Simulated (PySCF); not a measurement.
Compound: C₅H₆OS.
Cartesian coordinates in Å at the PBE0-D3(BJ)/def2-SVP level; atoms count from 1:
```xyz
13
C5H6OS angstrom
C      2.5768    0.3512    0.1965
O      1.5941   -0.2741   -0.5849
C      0.3138   -0.0727   -0.2582
C     -0.7672   -0.5872   -0.9276
C     -1.9982   -0.1938   -0.3317
C     -1.8427    0.6031    0.7683
S     -0.1758    0.8968    1.1071
H      2.4649    1.4502    0.1786
H      2.5349    0.0067    1.2456
H      3.5492    0.0809   -0.2329
H     -0.6616   -1.2183   -1.8091
H     -2.9756   -0.4952   -0.7112
H     -2.6066    1.0422    1.4069
```

Level: PBE0/def2-SVPD in PySCF, non-relativistic, on one gas-phase PBE0-D3(BJ)/def2-SVP geometry that isn't relaxed in the solvent. The solvent is an IEF-PCM continuum (van der Waals radii × 1.2), and excitations are vertical TDDFT with non-equilibrium linear response and a frozen core. Specific hydrogen bonds and non-electrostatic terms are outside this model.

Gas-phase singlets (H = HOMO, L = LUMO):

```
state  E (eV)  λ (nm)      f           leading configurations
   S1   5.186     239  0.001                        H→L+1 95%
   S2   5.315     233  0.119                          H→L 96%
   S3   5.706     217  0.004                        H→L+2 93%
   S4   6.018     206  0.016  H-1→L 63%, H→L+5 19%, H→L+4 15%
   S5   6.199     200  0.000                      H-1→L+1 89%
```

Problem. What are the lowest 5 singlets in chloroform (ε = 4.711)?

Solution. 
```tsv
state	E (eV)	λ (nm)	f	leading configurations	change by rank (eV)
S1	5.245	236	0.160	H→L 95%	+0.059
S2	5.272	235	0.004	H→L+1 92%	-0.043
S3	5.764	215	0.004	H→L+2 90%	+0.058
S4	6.003	207	0.029	H-1→L 66%, H→L+4 32%	-0.015
S5	6.292	197	0.000	H-1→L+1 84%	+0.093
```

Problem. How does the list change in acetone (ε = 20.49)?

Solution. 
```json
{"state": "S1", "E (eV)": "5.257", "λ (nm)": "236", "f": "0.156", "leading configurations": "H→L 96%", "change by rank (eV)": "+0.071"}
{"state": "S2", "E (eV)": "5.310", "λ (nm)": "234", "f": "0.002", "leading configurations": "H→L+1 93%", "change by rank (eV)": "-0.005"}
{"state": "S3", "E (eV)": "5.773", "λ (nm)": "215", "f": "0.004", "leading configurations": "H→L+2 91%", "change by rank (eV)": "+0.067"}
{"state": "S4", "E (eV)": "6.012", "λ (nm)": "206", "f": "0.027", "leading configurations": "H-1→L 65%, H→L+4 33%", "change by rank (eV)": "-0.006"}
{"state": "S5", "E (eV)": "6.334", "λ (nm)": "196", "f": "0.000", "leading configurations": "H-1→L+1 82%, H→L+3 10%", "change by rank (eV)": "+0.135"}
```

Problem. The ground-state energy changes by -0.172 eV from gas to acetone. By how much does the total energy of gas-phase S2 change?

Solution. E(S2) = E(S0) + excitation energy, so it changes by -0.172 − 0.058 = -0.230 eV: it is lowered more than the ground state, which is what a red shift means. This is the vertical state, with the slow part of the continuum still set for S0.

Problem. How do the frontier levels move from gas to acetone?

Solution. 
```
orbital  gas (eV)  solvent (eV)  change (eV)
 LUMO+2      0.64          0.74        +0.10
 LUMO+1      0.47          0.51        +0.04
   LUMO     -0.09         -0.19        -0.10
   HOMO     -6.08         -6.17        -0.09
 HOMO-1     -7.26         -7.39        -0.13
 HOMO-2     -9.44         -9.45        -0.01
 HOMO-3     -9.49         -9.49         0.00
```

The HOMO–LUMO gap goes from 5.99 to 5.99 eV. Rows go by rank; for LUMO+1 and LUMO+2 the atom shares or the degeneracy differ between the runs, so the row needn't follow one orbital.
